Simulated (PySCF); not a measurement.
# Computed records: BClGeH3

Computed with PySCF 2.14.0. Calculation on a computer-drawn molecule: optimised geometry and harmonic frequencies of an isolated molecule of the commonest isotopes, restricted reference for singlets and unrestricted otherwise, frozen core in MP2; on germanium a core potential holds 10 electrons, which the energies leave out, and 3d is frozen in MP2 and coupled-cluster steps.

Entry: BClGeH3

Start structure:
```xyz
6
BClGeH3
Cl    -2.7059     0.3577     3.0815
B     -1.7930     0.0276     1.5114
Ge     0.1822     0.4590     1.2129
H     -2.4492    -0.6934     0.8032
H      0.2259     0.7777    -0.3346
H      0.4041     1.8938     1.8242
```

Here we set charge -1, multiplicity 1, method MP2, basis aug-cc-pV(D+d)Z and basis and core potential on germanium aug-cc-pVDZ-PP ECP10MDF.

Results for BClGeH3: rotational constants 32.47, 1.804, 1.718 GHz; total energy -779.6979 hartree; convergence status largest gradient component 1.829e-05 hartree/bohr.

Drawn bonds:
| atom | other atom | order |
| --- | --- | --- |
| 1 | 2 | 1 |
| 2 | 3 | 1 |
| 2 | 4 | 1 |
| 3 | 5 | 1 |
| 3 | 6 | 1 |

Optimised structure:
```xyz
6
BClGeH3
Cl    -2.7057     0.3028     3.1362
B     -1.8656     0.0530     1.5052
Ge    -0.0161     0.6086     1.1554
H     -2.4460    -0.7517     0.8080
H      0.3628     0.7188    -0.3533
H      0.5348     1.8909     1.8470
```

Modes:
| frequency (cm⁻¹) | reduced mass (dalton) |
| --- | --- |
| 160.3 | 5.302 |
| 224.3 | 1.172 |
| 332.4 | 1.362 |
| 456.5 | 1.66 |
| 625.1 | 2.262 |
| 670 | 1.224 |
| 770.5 | 3.247 |
| 880 | 1.039 |
| 1021 | 1.323 |
| 2042 | 1.021 |
| 2050 | 1.019 |
| 2564 | 1.092 |
